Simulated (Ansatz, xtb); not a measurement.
Relative energy of two isomers of C3H8BP

Structure X: `C=CB(C)P`, a singlet. Structure Y: `C=C(C)BP`, a singlet. Both are isolated molecules in the gas phase, relaxed with PBE-D3(BJ)/def2-SVP, each in the lowest conformer that the search found.

Energies in hartree; the thermal terms are from GFN2-xTB frequencies at re-optimised GFN2-xTB minima (ideal gas, soft modes damped towards free rotors, one conformer each, 298.15 K, 1 atm) and include the zero-point energy:

|  | X | Y |
| --- | --- | --- |
| E, CCSD(T)/def2-SVP | −484.166966 | −484.155473 |
| E, MP2/def2-SVP | −484.074316 | −484.062647 |
| E, MP2/def2-TZVPP | −484.487238 | −484.474707 |
| zero-point energy | 0.098816 | 0.098620 |
| H(298 K) − E | 0.107675 | 0.106994 |
| G(298 K) − E | 0.066820 | 0.067465 |

Question: Correct the CCSD(T) difference for the basis set by the MP2 change, then work out ΔE, ΔE₀, ΔH and ΔG for X → Y in kJ/mol (1 Eh = 2625.50 kJ/mol) and the equilibrium ratio [Y]/[X].

Answer: 1. Differences Y − X: CCSD(T) +0.011493, MP2 in the small set +0.011669, MP2 in the large set +0.012531 Eh.
2. ΔE = +0.011493 + (+0.012531 − (+0.011669)) = +0.012355 Eh = +32.44 kJ/mol.
3. ΔE₀ = ΔE + ΔZPE = +0.012355 + (−0.000196) Eh = +31.92 kJ/mol.
4. ΔH = ΔE + (−0.000681) Eh = +30.65 kJ/mol.
5. ΔG = ΔE + (+0.000645) Eh = +34.13 kJ/mol, so ΔS = (ΔH − ΔG)/T = −11.7 J/(mol K).
6. kT = 0.9442 mEh, so K = [Y]/[X] = exp(−ΔG/kT) = exp(−13.77) ≈ 1.0 × 10^−6.

Structure X is favoured at this temperature. An error of 4 kJ/mol in ΔG would change K by a factor of 5. GFN2-xTB gave ΔE the other sign. Mirror images and further conformers aren't counted.

As drawn, Y has 1 C–C, 1 B–H in place of 1 C–B, 1 C–H.

Other levels gave ΔE = −25.3 (GFN2-xTB); +27.5 (HF/STO-3G, GFN2-xTB geometries); +36.4 (r2SCAN-D4/def2-SVP, GFN2-xTB geometries); +31.9 (PBE-D3(BJ)/def2-SVP); +34.0 (HF/def2-SVP); +30.6 (MP2/def2-SVP); +30.2 (CCSD(T)/def2-SVP) kJ/mol. The correlated steps freeze 9 core orbitals. Programs: Ansatz 0.2.0, xtb 6.7.1.
